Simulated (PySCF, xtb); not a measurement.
CH5IO2Si, SMILES O[Si](O)(C)I.

xtb 6.7.1 with GFN2-xTB at its own geometry gives an orbital gap of 6.48 eV and a dipole moment of 5.20 D.

Geometry: B3LYP-D3(BJ)/def2-SVP. The structure was generated by enumeration, and PubChem lists no compound with its InChIKey, so it may never have been made. The def2 effective core potentials stand for the cores of I; spin–orbit coupling is left out. The values are those of a single conformer.

Q: What does PBE/def2-TZVP (PySCF) give? (The exact figures need the calculation; the answer reports its results.)

A: gap 5.62 eV (levels -6.45 and -0.83 eV), dipole 0.92 D.
